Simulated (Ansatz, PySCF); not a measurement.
This PySCF input computes a PBE/def2-TZVPD energy:

```python
from pyscf import gto, scf, dft

mol = gto.M(
    atom='''
    C     0.05376432   -0.05495473    0.69375621
    F     0.56897243    0.96305033   -0.20189947
    F    -0.60481531   -0.92641384   -0.26060467
    ''',
    basis='def2-tzvpd',
    charge=-1,
    spin=1,
    verbose=4,
)

mf = dft.UKS(mol, xc='pbe').density_fit(auxbasis='def2-universal-jkfit')
mf.grids.level = 3
mf.conv_tol = 1e-9
mf.max_cycle = 100
mf.max_memory = 1500
mf.kernel()
if not mf.converged:
    mf = mf.newton()
    mf.kernel(mf.make_rdm1())
for _ in range(2):
    mo, _, stable, _ = mf.stability(return_status=True)
    if stable:
        break
    mf.kernel(mf.make_rdm1(mo, mf.mo_occ))
mf.analyze()
```

Task: Write an input for the same energy in Ansatz (a first-principles code) and say what it gives.

Result: 
Ansatz 0.2 input:
```yaml
crystal:
  periodic: [false, false, false]
  atoms:
    - {symbol: C, position_ang: [0.05376432, -0.05495473, 0.69375621]}
    - {symbol: F, position_ang: [0.56897243, 0.96305033, -0.20189947]}
    - {symbol: F, position_ang: [-0.60481531, -0.92641384, -0.26060467]}
basis:
  gaussian:
    orbitals: def2-TZVPD
hamiltonian:
  xc: {name: PBE}
total_charge: -1
magnetization: {spin_polarized: true, initial_magnetization: 1}
output: {forces: true}
```
It gives -237.58728 Eh, and PySCF -237.58733 Eh, a difference of 0.05 mEh, from the treatment of integrals and grids.
